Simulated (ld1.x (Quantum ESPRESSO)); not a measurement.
# Configuration tests for manganese (Mn) (ultrasoft)

```
Element                 : manganese
Generator               : ld1.x (Quantum ESPRESSO) 7.5
Type                    : ultrasoft
Functional              : LDA (PZ)
Relativity              : fully relativistic
Frozen core             : [Ar]
Valence charge          : 7
Reference configuration : 3d5 4s2 4p0
Partial waves           : 4s (bound): rcut 2.30, rcutus 2.75 bohr; 4s channel at 0.6 Ry: rcut 2.30, rcutus 2.75 bohr; 4p (bound, empty): rcut 2.15, rcutus 2.45 bohr; 4p channel at 0.3 Ry: rcut 2.15, rcutus 2.45 bohr; 3d (bound): rcut 1.10, rcutus 1.50 bohr; 3d channel at 3.25 Ry: rcut 1.10, rcutus 1.50 bohr
Local potential         : all-electron potential smoothed inside 2.05 bohr (lloc = -1)
Core correction         : none
Augmentation charge     : PSQ, inside the norm-conserving radii
```

Open shells are filled in proportion to 2j + 1 (rel_dist='average').

Energies are relative to the spin-unpolarised reference configuration 3d5 4s2 4p0; without spin polarisation the order of configurations can differ from experiment.

```json
{"valence configuration": "3d5 4s1 4p0", "charge": "+1", "ΔE all-electron (eV)": "8.654", "error AE − PS (meV)": "+2.8"}
{"valence configuration": "3d5 4s0 4p0", "charge": "+2", "ΔE all-electron (eV)": "24.531", "error AE − PS (meV)": "+28"}
{"valence configuration": "3d4 4s0 4p0", "charge": "+3", "ΔE all-electron (eV)": "57.342", "error AE − PS (meV)": "+103"}
{"valence configuration": "3d5.5 4s1.5 4p0", "charge": "0", "ΔE all-electron (eV)": "-0.505", "error AE − PS (meV)": "-17"}
{"valence configuration": "3d3 4s0 4p0", "charge": "+4", "ΔE all-electron (eV)": "108.381", "error AE − PS (meV)": "-112"}
{"valence configuration": "3d6 4s0 4p0", "charge": "+1", "ΔE all-electron (eV)": "7.024", "error AE − PS (meV)": "-97"}
```

**Question.** What are ΔE and the potential's error for 3d6 4s1 4p0?

**Answer.** ΔE = -0.398 eV all-electron; the error (AE − PS) is -53 meV.

Levels in the configuration 3d6 4s0 4p0:

```
   level  all-electron (eV)  pseudo (eV)
3d j=3/2            -11.071      -10.982
3d j=5/2            -10.963      -10.876
```
